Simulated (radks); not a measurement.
Task: These are the eigenvalues of the occupied orbitals of an atom or ion with whole-number occupations (hartree). Calculated with a radial shooting solver on a logarithmic mesh with Libxc functionals: Dirac Kohn-Sham, relativistic LDA (MacDonald-Vosko exchange, VWN5 correlation), spin-unpolarised, spherical densities, finite nucleus; Fermi nuclear charge, rms radius of each element as measured or else 0.836 A^(1/3) + 0.57 fm.

1s1/2: -486.7539
2s1/2: -63.40169
2p1/2: -57.20132
2p3/2: -55.46840
3s1/2: -8.68970
3p1/2: -6.52263
3p3/2: -6.27234
3d3/2: -2.48522
3d5/2: -2.44533
4s1/2: -0.74383
4p1/2: -0.30586
4p3/2: -0.28722

Which element is it, and in what charge state? The configuration may be excited. Open shells, if any, fill j = l - 1/2 first.

Result: Z = 35, bromine, charge 0: Br in [Ar] 3d10 4s2 4p5. The list shows which subshells hold electrons but not how many an open one holds; the 1s level, -486.75 hartree, gives Z - s = 31.2 by -(Z - s)^2/2, which with screening and relativity narrows Z to a few neighbours, and the depths of the outer levels then fix element, charge and occupations together.
